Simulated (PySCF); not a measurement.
The calculation used core-valence-separated Tamm–Dancoff BHandHLYP/aug-pcX-1 (pcseg-1 on H, def2-SVPD on Se) in PySCF, non-relativistic, gas phase, PBE0-D3(BJ)/def2-SVP geometry. Absolute energies from this functional tend to lie a few eV below measured edges; no shift was applied.

Main lines of an unknown, eV (oscillator strength): C K: 283.6 (0.066), 283.7 (0.050), 283.7 (0.102), 283.8 (0.013), 285.0 (0.055). Listed: the first five lines at most of each edge with a tenth or more of its strongest line's intensity; roots within 0.03 eV on the same or equivalent atoms are summed. Only the lowest roots were sought, and the top ones are left out.

Question: Which candidate gives them?
A. `C#CC[C@H](C)[SeH]`
B. `[C@H]1(C[Se]C=C1)C`

Answer: A. 

- `C#CC[C@H](C)[SeH]`: C K: 283.6 (0.066), 283.7 (0.050), 283.7 (0.102), 283.8 (0.013), 285.0 (0.055). First C line listed at 283.6 eV, hole on the terminal alkyne carbon (1s→π*).
- `C[C@H]1C=C[Se]C1`: C K: 282.8 (0.058), 283.3 (0.062), 284.5 (0.053), 285.1 (0.040), 285.4 (0.008). First C line listed at 282.8 eV, hole on the alkene CH carbon (1s→π*).

One conformer each; other structures than these candidates weren't tested.

Conformer computed: `[CH:1]#[C:2][CH2:3][C@H:4]([CH3:5])[SeH:6]`: C2–C3–C4–C5 61°, H–Se6–C4–C3 58°.
